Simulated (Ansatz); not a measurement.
C6H16F2N2Zr, SMILES `CC(C)[NH][Zr]([F])([F])[NH]C(C)C`. The species carries charge 0 and has multiplicity 1. Correlated methods include outer-core shells of Zr, which these sets cover unevenly. Zr takes the def2 core potential.

```xyz
27

C    -2.255    1.709   -0.485
C    -1.122    2.699   -0.274
C    -1.132    3.253    1.143
N     0.149    2.057   -0.573
Zr    0.582    0.204   -1.260
F     2.397    0.220   -1.895
F    -0.648   -0.402   -2.620
N     0.428   -1.003    0.368
C     0.674   -2.435    0.421
C     1.746   -2.776    1.445
C     1.065   -2.932   -0.963
H    -2.142    0.848    0.185
H    -2.285    1.344   -1.515
H    -3.220    2.170   -0.268
H    -1.278    3.539   -0.968
H    -0.315    3.964    1.293
H    -1.013    2.443    1.868
H    -2.071    3.771    1.354
H     0.923    2.696   -0.416
H     0.202   -0.634    1.283
H    -0.252   -2.954    0.710
H     1.465   -2.417    2.439
H     1.899   -3.857    1.510
H     2.694   -2.306    1.171
H     1.998   -2.461   -1.294
H     0.280   -2.728   -1.698
H     1.232   -4.010   -0.959
```

Task: Give the diagnostics of a CCSD(T)/def2-TZVPP run (frozen core, the Gaussian-basis code of Ansatz). (An estimate is asked.)

Result: Computed: T1 = 0.0144, largest single amplitude 0.035, largest double 0.020, (T) share of the correlation energy 3.9 %, 12 CCSD cycles. The RHF solution is stable towards an unrestricted one. T1 lies under the customary mark of 0.02 for closed shells.
